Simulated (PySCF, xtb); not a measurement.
Cl₃OSi, SMILES [O][Si](Cl)(Cl)Cl, multiplicity 2.

Harmonic wavenumbers (cm⁻¹) from GFN2-xTB (xtb 6.7.1) at its own minimum, in rising order: 62, 63, 129, 181, 181, 323, 324, 352, 1230.

Task: What does PBE-D3(BJ)/def2-SVP run with PySCF give at its own minimum? (An estimate is asked for; the answer gives what the named calculation found.)

Result: 115, 144, 196, 214, 228, 435, 571, 607, 876. Paired by order, the mean absolute difference is 139 cm⁻¹ and the zero-point energies are 4.1 and 4.8 kcal/mol.
